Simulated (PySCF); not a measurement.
## Dipole response of Os⁺ (osmium, charge +1)

[Xe] 4f14 5d7, high-spin 4F determinant (an excited configuration). Computed with PySCF 2.14 in x2c-TZVPPall with one added diffuse shell each of s, p, d, f type (12s8p8d4f1g, 113 functions), with scalar relativity by spin-free X2C-1e. Coupled (time-dependent) response in atomic units; α is the mean over directions.

```tsv
method	mean α (bohr³)	C₆ (like pair)	S(−4)
PBE0	20.20	150.9	176.8
```

S(−4) is the Cauchy moment in α(ω) = α(0) + S(−4) ω² + …

Spin-orbit coupling is absent.

α(iu) at PBE0:

| u (hartree) | α(iu) (bohr³) |
| --- | --- |
| 0 | 20.20 |
| 0.0500 | 19.78 |
| 0.100 | 18.67 |
| 0.200 | 15.74 |
| 0.300 | 13.12 |
| 0.500 | 9.526 |
| 0.750 | 6.864 |
| 1.00 | 5.222 |
| 1.50 | 3.346 |
| 2.00 | 2.333 |
| 3.00 | 1.317 |
| 5.00 | 0.5849 |

A single London oscillator, α(iu) = α/(1 + u²/ω²), gives C₆ = (3/4) ω α². Matching the computed C₆ needs ω = 4 × 150.9 / (3 × 20.20²) = 0.493 hartree.

For an ion, C₆ is the dispersion term alone; charge-induced terms of lower order in 1/R come first.

Spin-orbit coupling, absent here, splits the open shell strongly.
